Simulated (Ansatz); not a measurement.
Two isomers of Cl2H6N2OSi2: A = `N[SiH](O)[Si](N)(Cl)Cl`, B = `N[SiH2]O[Si](N)(Cl)Cl`.

Computed with Ansatz on PBE0-D4/def2-TZVP structures; ΔE is electronic, products minus reactants. CCSD(T)/CBS adds triple-zeta CCSD(T) − MP2 to the extrapolated MP2 energy (def2 sets, frozen cores). Functionals use def2-TZVPP. B3LYP here is the variant with VWN-RPA as its local correlation; programs differ in this. One conformer a species, not always the lowest.

Task: Which isomer does CCSD(T)/CBS put lower? Give the gap. (Best estimate.)

Result: Ansatz gave: B, by 140.0 kJ/mol.

Task: Give E(B) − E(A) in kJ/mol with r2SCAN-D4, PBE-D4, CCSD/def2-TZVPP, MP2/def2-TZVPP, B3LYP-D4, HF/def2-TZVPP, CCSD(T)/def2-TZVPP. (Best estimate.)

Result: Computed: r2SCAN-D4 -134.9, PBE-D4 -109.0, CCSD/def2-TZVPP -146.4, MP2/def2-TZVPP -146.4, B3LYP-D4 -135.4, HF/def2-TZVPP -168.6, CCSD(T)/def2-TZVPP -142.0. None reverses the order clearly.

Largest T1 diagnostic: 0.011.

In def2-TZVPP, CCSD(T) changes the Hartree–Fock value by +26.6 kJ/mol (the triples alone add +4.4 kJ/mol) and MP2 by +22.2 kJ/mol. From PBE to PBE0 (25 % exact exchange), in def2-TZVPP and without D4, E(B) − E(A) moves by −13.3 kJ/mol.
